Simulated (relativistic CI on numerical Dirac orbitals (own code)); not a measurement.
**Ru4+: 3d photoemission**

Computed with this model: Dirac-Coulomb-Breit CI, separate exchange-only KLI orbitals for each configuration, model QED (radiative potential, 1s self-energy scaled to tabulated hydrogen-like ionisation energies), valence Slater integrals scaled by 0.8, multiplet model of photoemission in the sudden approximation; configurations [Kr] 4d4 → [Ar] 3d9 4s2 4p6 4d4; 300 K; Lorentzian 0.3 eV and Gaussian 0.5 eV FWHM. Energies are those of the free ion, without screening or charge transfer. The energies are binding energies and can lie tens of eV above those of solids. S is read from ⟨S²⟩ = S(S + 1).

Field parameters in Wybourne normalisation: D4h B²₀ = −7Ds, B⁴₀ = 21(Dq − Dt), B⁴₄ = 21√(5/14) Dq. The field is a parameter set, without covalency.

free ion: ground-state S = 1.97, centroid 346.63 eV. Peaks (eV, height): 344.1 (100), 345.1 (49), 348.4 (41), 349.3 (17), 355.3 (7).

D4h, 10Dq = 26200, Ds = -1500, Dt = -540 cm⁻¹: ground-state S = 1.04, centroid 346.85 eV. Peaks (eV, height): 344.4 (100), 348.9 (46).

Strongest unbroadened transitions for free ion:

| Energy (eV) | Relative strength |
| --- | --- |
| 343.89 | 13.3 |
| 344.08 | 100.0 |
| 344.26 | 8.2 |
| 344.55 | 6.3 |
| 345.08 | 14.2 |
| 345.16 | 3.9 |
| 345.17 | 6.1 |
| 345.23 | 30.2 |
| 347.68 | 4.6 |
| 347.83 | 11.0 |
| 347.90 | 7.6 |
| 347.95 | 9.7 |
| 348.42 | 9.7 |
| 348.44 | 25.3 |
| 348.65 | 4.1 |
| 349.07 | 5.9 |
| 349.47 | 5.6 |
| 355.12 | 4.3 |
